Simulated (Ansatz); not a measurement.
`[SiH3]OBS` + `OCF` → `FCOBO[SiH3]` + H₂S  (ligand exchange at a B–S bond)

Isolated molecules relaxed with PBE0-D4/def2-TZVP in Ansatz; ΔE leaves out vibrations. CBS: MP2 limit from def2 TZ/QZ plus the TZ coupled-cluster correction, frozen cores. This one scheme is used for every species. DFT in def2-TZVPP. B3LYP here is the variant with VWN-RPA as its local correlation; programs differ in this. HSE06 is defined as in plane-wave codes. Each species was taken in one conformer, which may not be the lowest.

```
             level  ΔE (kcal/mol)  difference from CCSD(T)/CBS
       LDA (SPW92)          -13.1                          1.3
            PBE-D4          -11.5                          2.9
         revPBE-D4          -11.0                          3.4
           BLYP-D4          -13.6                          0.8
         r2SCAN-D4          -13.6                          0.8
            B97M-V          -14.3                          0.1
           PBE0-D4          -12.6                          1.8
          B3LYP-D4          -14.4                          0.0
        r2SCANh-D4          -13.8                          0.6
        r2SCAN0-D4          -14.2                          0.2
          HSE06-D4          -12.6                          1.8
          BHLYP-D4          -15.8                         -1.4
      CAM-B3LYP-D4          -16.0                         -1.6
           ωB97X-V          -14.8                         -0.4
           ωB97M-V          -15.1                         -0.7
            B2PLYP          -14.9                         -0.5
          PBE-QIDH          -13.8                          0.6
               PBE          -11.7                          2.7
              BLYP          -14.0                          0.4
            r2SCAN          -13.6                          0.8
              PBE0          -12.7                          1.7
             B3LYP          -14.8                         -0.4
           r2SCANh          -13.8                          0.6
           r2SCAN0          -14.1                          0.3
             HSE06          -12.7                          1.7
             BHLYP          -16.3                         -1.9
         CAM-B3LYP          -16.2                         -1.8
           LC-ωPBE          -14.1                          0.3
RPA@PBE/def2-TZVPP          -15.5                         -1.1
       HF/def2-SVP          -19.5                         -5.1
     CCSD/def2-SVP          -17.9                         -3.5
  CCSD(T)/def2-SVP          -17.5                         -3.1
     HF/def2-TZVPP          -18.2                         -3.8
    MP2/def2-TZVPP          -14.3                          0.1
CCSD(T)/def2-TZVPP          -15.1                         -0.7
     HF/def2-QZVPP          -18.4                         -4.0
    MP2/def2-QZVPP          -14.0                          0.4
SCS-MP2/def2-QZVPP          -14.9                         -0.5
     MP2/CBS(def2)          -13.6                          0.8
    CCSD/CBS(def2)          -15.1                         -0.7
       CCSD(T)/CBS          -14.4                            0
```

Largest T1 diagnostic among the species: 0.013.

Leaving LDA and LC-ωPBE aside and taking each functional with its dispersion term where it has one, the values spread over 5.0 kcal/mol, from CAM-B3LYP-D4 to revPBE-D4. LDA lies −1.4 kcal/mol from PBE without D4. From BLYP to BHLYP (50 % exact exchange), in def2-TZVPP and without D4, ΔE moves by −2.3 kcal/mol.
